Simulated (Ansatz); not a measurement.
Four-centre ligand exchange

Start structure (Si2H6ClF, singlet), relaxed at PBE0-D4/def2-TZVP:

```tsv
atom	x (Å)	y (Å)	z (Å)
Si1	-0.3322	-0.9256	-0.8056
Si2	-0.4414	1.1711	0.2342
H3	-0.5869	-2.0381	0.1371
H4	0.9387	-1.1286	-1.5370
Cl5	-1.8627	-0.9219	-2.1984
H6	1.6939	-0.1149	1.4824
F7	1.9567	-0.9732	1.2522
H8	0.6154	1.3255	1.2873
H9	-0.2279	2.2551	-0.7578
H10	-1.7534	1.3505	0.9056
```

The step: Si₂H₅Cl ([SiH3][SiH2][Cl]) + HF → SiH₂ClF ([F][SiH2][Cl]) + SiH₄; bonds formed: Si1–F7, Si2–H6; bonds broken: Si1–Si2, H6–F7. Program: Ansatz 0.2.0. Basis: def2-TZVPP and def2-QZVPP. Cores are frozen in the correlated methods. Extrapolation: Hartree–Fock as exp(−7.88 √X), correlation as X^−2.97. Energies below are by CCSD(T) at an estimated basis limit (MP2 extrapolated from triple and quadruple zeta, plus CCSD(T) − MP2 in triple zeta).

Task: What are the electronic barrier and the energy of the step, from the start structure to the end structure? (To be estimated.)

Result: The calculation gives: Barrier 1.622 eV; step energy -1.401 eV (downhill); reverse barrier, their difference, 3.023 eV. Barrier and step energy count from the start structure, the reverse barrier from the end structure.

The saddle point: One imaginary mode of 1086i cm⁻¹.
```json
{"pair": "Si1–F7", "start (Å)": "3.08", "saddle (Å)": "1.93", "end (Å)": "1.59"}
{"pair": "Si2–H6", "start (Å)": "2.79", "saddle (Å)": "1.79", "end (Å)": "1.48"}
{"pair": "Si1–Si2", "start (Å)": "2.34", "saddle (Å)": "2.61", "end (Å)": "4.78"}
{"pair": "H6–F7", "start (Å)": "0.93", "saddle (Å)": "1.22", "end (Å)": "2.99"}
```

Zero-point energy (harmonic, PBE0-D4): ZPE is 1.484 eV at the start and 1.417 eV at the saddle, so the barrier goes from 1.622 to 1.554 eV.

The T1 diagnostic stays at or below 0.013.

Labels in which every atom is bracketed show which atoms are joined, not bond orders.

For scale, one of the runs: CCSD(T)/def2-TZVPP, 241 basis functions, launched by `ansatz run in.yaml --threads 4 --pin off --events-out ev --progress --plain --max-ram 9574MiB`. The run took 98 s on 4 CPU threads of an Arm Neoverse V1 (shared host), with 4.3 GiB of host memory at its peak.
